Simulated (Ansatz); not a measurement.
Computed with Ansatz on PBE0-D4/def2-TZVP structures; ΔE is electronic, products minus reactants. CBS: MP2 limit from def2 TZ/QZ plus the TZ coupled-cluster correction, frozen cores. This one scheme is used for every species. For Se outer-core shells are correlated without core-valence functions, which leaves a few kJ/mol of doubt a bond. Scalar relativity is left out up to krypton. One conformer a species, not always the lowest.

`N[SiH2][AlH][SeH]` → `[NH2][AlH][SeH]` + `[SiH2]`  (silylene formation by 1,1-elimination)

```tsv
species	CCSD(T)/CBS(def2) energy (Eh)
`N[SiH2][AlH][SeH]`	-2990.16695
`[NH2][AlH][SeH]`	-2699.90849
`[SiH2]`	-290.19011
```

(1) Work out ΔE.

Largest T1 diagnostic among the species: 0.014.

Answers

(1) ΔE = (-2699.90849) + (-290.19011) − (-2990.16695) = 0.06835 Eh = +1.86 eV.

From PBE to PBE0 (25 % exact exchange), in def2-TZVPP and without D4, ΔE moves by +0.05 eV. The D4 term adds +0.13 eV with B3LYP and +0.07 eV with PBE0; it sums over pairs of atoms, weighted by their polarisabilities, and B3LYP, whose exchange is more repulsive, gets the larger term. In def2-TZVPP, CCSD(T) changes the Hartree–Fock value by +0.17 eV (the triples alone add +0.06 eV) and MP2 by +0.29 eV.

B3LYP here is the variant with VWN-RPA as its local correlation; programs differ in this.
